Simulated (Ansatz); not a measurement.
Computed with Ansatz on PBE0-D4/def2-TZVP structures; ΔE is electronic, products minus reactants. CBS: MP2 limit from def2 TZ/QZ plus the TZ coupled-cluster correction, frozen cores. This one scheme is used for every species. DFT in def2-TZVPP. B3LYP here is the variant with VWN-RPA as its local correlation; programs differ in this. def2 core potentials past Kr. For Sn outer-core shells are correlated without core-valence functions, which leaves a few kJ/mol of doubt a bond. Each species was taken in one conformer, which may not be the lowest.

Reaction (cleavage of the Sn–B bond): `F[SiH2][BH][SnH3]` + `OBO` → `OB[O][SnH3]` + `B[SiH2]F`

`F[SiH2][BH][SnH3]`:

Cartesian coordinates in Å:
```
F 0.597 -1.590 1.667
Si 0.547 0.013 1.778
B -0.024 0.873 0.073
Sn -0.532 -0.288 -1.782
H -0.403 0.350 2.874
H 1.913 0.471 2.157
H -0.095 2.068 0.052
H -1.835 -1.347 -1.459
H 0.801 -1.248 -2.252
H -0.969 0.697 -3.108
```

`OBO`:

```xyz
6

O     0.134    1.079   -0.117
B    -0.237   -0.234   -0.121
O     0.499   -1.132    0.574
H    -0.447    1.636   -0.636
H    -1.197   -0.625   -0.721
H     1.247   -0.724    1.021
```

`OB[O][SnH3]`:

```xyz
9

O     0.312   -1.200    1.090
B    -0.093   -1.395   -0.209
O    -0.312   -0.327   -0.987
Sn   -0.061    1.526   -0.301
H     0.445   -2.015    1.577
H    -0.249   -2.508   -0.639
H     1.570    1.703    0.146
H    -1.145    1.758    0.989
H    -0.467    2.458   -1.666
```

`B[SiH2]F`:

Z-matrix (Å, degrees):
```
Si
F 1 1.607
B 1 2.000 2 113.6
H 1 1.490 2 107.3 3 -121.7
H 1 1.490 2 107.3 3 121.8
H 3 1.197 1 118.1 2 179.8
H 3 1.194 1 124.1 2 -0.2
```

| level | ΔE (kcal/mol) |
| --- | --- |
| B2PLYP | -7.3 |
| PBE0 | -3.4 |
| B3LYP | -6.7 |
| SCS-MP2/def2-QZVPP | -8.5 |

Problem. What does CCSD(T)/CBS give? (Estimate.)

Solution. Ansatz gave: -6.4 kcal/mol. The listed levels differ from it by -0.9, 3.0, -0.3, -2.1 kcal/mol.

Largest T1 diagnostic among the species: 0.014.

In def2-TZVPP, CCSD(T) changes the Hartree–Fock value by +3.9 kcal/mol (the triples alone add +0.1 kcal/mol) and MP2 by +3.4 kcal/mol.
